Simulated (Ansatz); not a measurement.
Ansatz (a first-principles code) input (CCSD(T)/cc-pVTZ):

Ansatz 0.2 input:
```yaml
crystal:
  periodic: [false, false, false]
  atoms:
    - {symbol: C, position_ang: [-1.88116160, -1.18629398, 0.06791425]}
    - {symbol: C, position_ang: [-0.91280781, -0.33881298, 0.88856773]}
    - {symbol: C, position_ang: [0.06372466, 0.55210195, 0.08570421]}
    - {symbol: C, position_ang: [0.96078474, 1.26635912, 1.04433622]}
    - {symbol: C, position_ang: [-0.72787585, 1.61180509, -0.71782299]}
    - {symbol: C, position_ang: [0.91110925, -0.26735458, -0.91632325]}
    - {symbol: C, position_ang: [1.72354987, -1.40428395, -0.30412126]}
    - {symbol: H, position_ang: [-2.53149025, -1.76365143, 0.72749209]}
    - {symbol: H, position_ang: [-2.52266539, -0.57442132, -0.56781796]}
    - {symbol: H, position_ang: [-1.35644545, -1.89547074, -0.57437710]}
    - {symbol: H, position_ang: [-1.48405685, 0.31473242, 1.55514965]}
    - {symbol: H, position_ang: [-0.32839683, -0.99243672, 1.54044760]}
    - {symbol: H, position_ang: [1.87542946, 1.72965609, 0.69594745]}
    - {symbol: H, position_ang: [0.64264743, 1.47462121, 2.05744559]}
    - {symbol: H, position_ang: [-0.04504396, 2.28665965, -1.23651415]}
    - {symbol: H, position_ang: [-1.36583023, 1.14053714, -1.46855325]}
    - {symbol: H, position_ang: [-1.35796377, 2.21021108, -0.05758519]}
    - {symbol: H, position_ang: [0.25386228, -0.66357047, -1.69466633]}
    - {symbol: H, position_ang: [1.58814539, 0.42799285, -1.42208092]}
    - {symbol: H, position_ang: [2.36941726, -1.03988493, 0.49710279]}
    - {symbol: H, position_ang: [1.08176641, -2.18025874, 0.11630657]}
    - {symbol: H, position_ang: [2.35668502, -1.87584006, -1.05782646]}
basis:
  gaussian:
    orbitals: cc-pVTZ
magnetization: {spin_polarized: true, initial_magnetization: 1}
correlation: {method: ccsd_t, electrons: outside_noble_gas}
```

End of the output:

```
integrals: 12.27 GiB planned
2345 factors; integrals over basis functions are off by at most 7.5e-4 eV
3.53 GiB of device memory are held for the factors and their scratch space
mean field: 3.39 GiB planned
mean field evaluation 1: about -7445.9625 eV, gradient 3.2e1 eV
mean field evaluation 2: about -7445.9610 eV, gradient 3.2e1 eV
mean field evaluation 4: about -7451.9426 eV, gradient 4.2e0 eV
mean field evaluation 8: about -7452.0741 eV, gradient 1.9e-1 eV
mean field evaluation 16: about -7452.0698 eV, gradient 1.0e0 eV
mean field -7452.07474915 eV, -273.8586958337 hartree, gradient 1.9e-6 eV, S^2 0.763188; 0 other end points of the search recorded, 0 dependent functions left out
7 core orbitals not correlated
reference -7452.07474915 eV, -273.8586958337 hartree; 22, 21 occupied and 391, 392 virtual orbitals, 2345 factors
second order -33.02123812 eV of doubles, -0.00000000 eV of singles
coupled cluster: 50.12 GiB planned
cycle   1  -34.25045058 eV  change    -1.2e0 eV  update   1.1e-1
cycle   2  -35.04848281 eV  change   -8.0e-1 eV  update   3.1e-2
cycle   3  -35.18262935 eV  change   -1.3e-1 eV  update   1.3e-2
cycle   4  -35.18046377 eV  change    2.2e-3 eV  update   4.0e-3
cycle   5  -35.18095460 eV  change   -4.9e-4 eV  update   1.9e-3
cycle   6  -35.18111688 eV  change   -1.6e-4 eV  update   7.3e-4
cycle   7  -35.18109890 eV  change    1.8e-5 eV  update   2.7e-4
cycle   8  -35.18114858 eV  change   -5.0e-5 eV  update   1.0e-4
cycle   9  -35.18113387 eV  change    1.5e-5 eV  update   3.8e-5
perturbative correction -1.40310445 eV, -0.0515631375 hartree
Total energy: -7488.65898748 eV, -275.2031417945 hartree
```

It need not be the lowest isomer of its formula.
